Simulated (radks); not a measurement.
Initial-state core-level shifts of the gold ion Au+ when its valence configuration changes from [Xe] 4f14 5d10. Method: scalar-relativistic Kohn-Sham, SCAN, spin-polarised, spherical densities, finite nucleus; open shells are filled with parallel spins first (spin-orbit coupling, left out, can overturn this in heavy ions); meta-GGA in the generalised Kohn-Sham scheme; Fermi nuclear charge, rms radius 5.4371 fm; computed with a radial shooting solver on a logarithmic mesh with Libxc functionals. Shifts are changes of the shell-averaged eigenvalues in eV (positive: less bound); the change of the density at the nucleus, which sets a Mossbauer isomer shift, is in e/bohr^3, on a base of 2.301e+06.

| valence | 1s | 3p | 3d | 4p | density at nucleus |
|---|---|---|---|---|---|
| 4f14 5d8 6s2 | -7.181 | -7.391 | -7.429 | -7.287 | +401.2 |
| 4f13 5d10 6s1 | -15.930 | -19.127 | -18.989 | -16.145 | +324.2 |
| 4f14 5d9 6s1 | -3.468 | -3.574 | -3.590 | -3.535 | +178.0 |
| 4f13 5d10 6p1 | -17.748 | -20.915 | -20.772 | -17.950 | +154.9 |
| 4f14 5d9.5 6s0.5 | -1.733 | -1.786 | -1.794 | -1.766 | +89.4 |
| 4f12.5 5d10 6p1.5 | -26.929 | -31.745 | -31.534 | -27.151 | +236.7 |
| 4f14 5d8 6p2 | -10.396 | -10.569 | -10.598 | -10.503 | +28.3 |
| 4f14 5d8 6s1 6p1 | -8.738 | -8.929 | -8.961 | -8.852 | +212.8 |
| 4f12 5d10 6p2 | -36.329 | -42.835 | -42.559 | -36.513 | +321.5 |
